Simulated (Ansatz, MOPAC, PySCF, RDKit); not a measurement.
Dimer: H2O (SMILES O) (first 3 atoms) with CHN (SMILES C#N); geometry from B3LYP-D3(BJ)/def2-TZVP, rigid monomers moved along the line of their centres of mass till O1···H6 is 3.62 Å.
(charge 0, multiplicity 1):
```xyz
6

O     -0.0834    -0.0777    -0.1033
H      0.7091    -0.2325    -0.6277
H     -0.8282    -0.2309    -0.6938
C     -0.2873    -0.3521     4.5773
N     -0.3363    -0.4389     5.7200
H     -0.2413    -0.2739     3.5040
```

Monomers are frozen at their geometry in the pair; levels with a basis set take the counterpoise correction. Rows marked so take none. RDKit's UFF carries no charges.

Correlated levels freeze the cores. CBS: X⁻³ extrapolation of the correlation energy, Hartree–Fock from the larger set. Rows in 6-31G* carry no dispersion term and start afresh at each structure (6-31G* with six Cartesian d functions). The state that PM3 reach isn't checked.

Codes used: Ansatz (a quantum-chemistry and plane-wave program); MOPAC for PM3 (differences of heats of formation); PySCF for 6-31G* rows; RDKit for the force fields. 

```
level                                  interaction energy (meV)
-------------------------------------  ------------------------
UFF                                                        -4.9
PM3                                                       -43.2
HF/6-31G*                                                 -87.9
HF/aug-cc-pVTZ                                            -80.8
B3LYP/6-31G*                                              -75.2
M06-2X/6-31G* (no counterpoise)                             ___
MP2/aug-cc-pVDZ                                           -72.7
SCS-MP2/aug-cc-pVTZ                                       -72.0
CCSD(T)/CBS(aug-cc-pVDZ, aug-cc-pVTZ)                     -73.8
```

### Question
Complete the blanks.

### Answer

- M06-2X/6-31G* (no counterpoise), interaction energy (meV): -92.1
